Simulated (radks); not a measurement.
Initial-state core-level shifts of neutral gallium when its valence configuration changes from [Ar] 3d10 4s2 4p1. All-electron calculation, scalar-relativistic Kohn-Sham, PBEsol, spin-unpolarised, spherical densities, point nucleus. Program: a radial shooting solver on a logarithmic mesh with Libxc functionals. Shifts are changes of the shell-averaged eigenvalues in eV (positive: less bound).

valence                1s       2s       2p       3p
3d10 4p3           -3.712   -3.533   -3.538   -3.695
3d10 4s1 4p2       -1.950   -1.858   -1.862   -1.939
3d9 4s2 4p2       -10.401  -11.369  -11.278   -9.615
3d9.5 4s2 4p1.5    -5.079   -5.532   -5.488   -4.744
3d10 4s1.5 4p1.5   -1.004   -0.957   -0.959   -0.997
3d9 4s1 4p3       -12.134  -13.036  -12.945  -11.326
3d8.5 4s1 4p3.5   -17.615  -19.101  -18.957  -16.232
3d9 4p4           -13.748  -14.588  -14.495  -12.924
3d7.5 4s1 4p4.5   -29.311  -32.125  -31.868  -26.400
